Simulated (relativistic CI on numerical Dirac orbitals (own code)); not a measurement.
# Calculated levels, Tc⁴¹⁺

Computed by Dirac-Coulomb-Breit CI, KLI orbitals optimised for each configuration, model QED, unscaled Slater integrals (own radial code, finite nucleus).

Configurations in the expansion: 1s2, 1s.2s, 1s.2p, 1s.3s, 1s.3p, 1s.3d, 1s.4s, 1s.4p, 1s.4d, 1s.4f, 1s.5s, 1s.5p, 1s.5d, 1s.5f, 1s.5g, 1s.6s, 1s.6p, 1s.6d. Levels of other configurations are missing.

```tsv
No.	Configuration	Term	J	E (Ry)	%	Next component (%)	Landé g	Lifetime (s)
1	1s2	1S	0	0.00	100			
2	1s.2s	3S	1	1377.37	100		1.961	2.84e-11
3	1s.2p	3P°	0	1381.59	100			1.06e-09
4	1s.2p	3P°	1	1381.67	75	25 1P°	1.333	9.73e-16
5	1s.2s	1S	0	1381.82	100			
6	1s.2p	3P°	2	1392.16	100		1.475	2.28e-12
7	1s.2p	1P°	1	1394.22	75	25 3P°	1.127	3.42e-16
8	1s.3s	3S	1	1635.25	100		1.965	3.95e-14
9	1s.3p	3P°	0	1636.40	100			1.35e-14
10	1s.3p	3P°	1	1636.43	74	26 1P°	1.335	2.84e-15
11	1s.3s	1S	0	1636.43	100			4.02e-14
12	1s.3p	3P°	2	1639.55	100		1.480	1.48e-14
13	1s.3d	3D	2	1640.06	61	39 1D	1.081	4.73e-15
14	1s.3d	3D	1	1640.11	100		0.509	4.78e-15
15	1s.3p	1P°	1	1640.12	74	26 3P°	1.138	1.15e-15
16	1s.3d	3D	3	1641.09	100		1.318	4.94e-15
17	1s.3d	1D	2	1641.15	61	39 3D	1.070	4.89e-15
18	1s.4s	3S	1	1724.55	100		1.967	5.81e-14
19	1s.4p	3P°	0	1725.02	100			2.31e-14
20	1s.4s	1S	0	1725.03	100			5.71e-14
21	1s.4p	3P°	1	1725.03	74	26 1P°	1.336	6.39e-15
22	1s.4p	3P°	2	1726.35	100		1.482	2.50e-14
23	1s.4d	3D	2	1726.56	61	39 1D	1.083	1.09e-14
24	1s.4d	3D	1	1726.58	100		0.512	1.11e-14
25	1s.4p	1P°	1	1726.59	74	26 3P°	1.142	2.69e-15
26	1s.4d	3D	3	1726.99	100		1.320	1.15e-14
27	1s.4f	3F°	3	1727.01	57	43 1F°	1.034	2.29e-14
28	1s.4f	3F°	2	1727.02	100		0.674	2.29e-14
29	1s.4d	1D	2	1727.02	61	39 3D	1.072	1.13e-14
30	1s.4f	3F°	4	1727.23	100		1.240	2.31e-14
31	1s.4f	1F°	3	1727.24	57	43 3F°	1.041	2.31e-14
32	1s.5s	3S	1	1765.58	100		1.967	9.21e-14
33	1s.5p	3P°	0	1765.82	100			3.95e-14
34	1s.5p	3P°	1	1765.83	74	26 1P°	1.336	1.22e-14
35	1s.5s	1S	0	1765.83	100			8.62e-14
36	1s.5p	3P°	2	1766.50	100		1.483	4.26e-14
37	1s.5d	3D	2	1766.61	62	38 1D	1.085	2.09e-14
38	1s.5d	3D	1	1766.61	100		0.513	2.12e-14
39	1s.5p	1P°	1	1766.62	74	26 3P°	1.144	5.22e-15
40	1s.5d	3D	3	1766.83	100		1.321	2.21e-14
41	1s.5f	3F°	3	1766.84	57	43 1F°	1.035	4.40e-14
42	1s.5f	3F°	2	1766.84	100		0.675	4.40e-14
43	1s.5d	1D	2	1766.84	62	38 3D	1.073	2.16e-14
44	1s.5f	3F°	4	1766.95	100		1.240	4.46e-14
45	1s.5g	3G	4	1766.95	55	45 1G	1.018	7.48e-14
46	1s.5g	3G	3	1766.95	100		0.756	7.48e-14
47	1s.5f	1F°	3	1766.95	57	43 3F°	1.042	4.46e-14
48	1s.5g	3G	5	1767.02	100		1.192	7.51e-14
49	1s.5g	1G	4	1767.02	55	45 3G	1.027	7.52e-14
50	1s.6s	3S	1	1787.76	100		1.968	1.42e-13
51	1s.6p	3P°	0	1787.89	100			6.36e-14
52	1s.6p	3P°	1	1787.90	74	26 1P°	1.337	2.06e-14
53	1s.6s	1S	0	1787.90	100			1.24e-13
54	1s.6p	3P°	2	1788.29	100		1.483	6.85e-14
55	1s.6d	3D	2	1788.35	62	38 1D	1.085	3.56e-14
56	1s.6d	3D	1	1788.35	100		0.514	3.62e-14
57	1s.6p	1P°	1	1788.35	74	26 3P°	1.145	8.91e-15
58	1s.6d	3D	3	1788.48	100		1.322	3.79e-14
59	1s.6d	1D	2	1788.48	62	38 3D	1.074	3.67e-14
```

Energies count from the lowest computed level; ° marks odd parity; lifetimes are radiative, by E1, M1, E2, M2 decay to levels of this space only; some are left blank where a channel outside the calculation adds to the decay or the decay crosses a small, uncertain gap.

The mean weight of the leading LS term, summed over parents, in these 59 levels is 86 %, and that of the leading jj configuration (from the same eigenvectors) 100 %, so jj coupling describes them better and the LS labels are nominal.

At this charge energies of transitions that change n are usually good to better than 1 %, and those within a shell (Δn = 0) to a few per cent.

LS names give the leading component of a level, which can be under half, so a name can repeat, a term be missing and a line seem to break the LS rules.
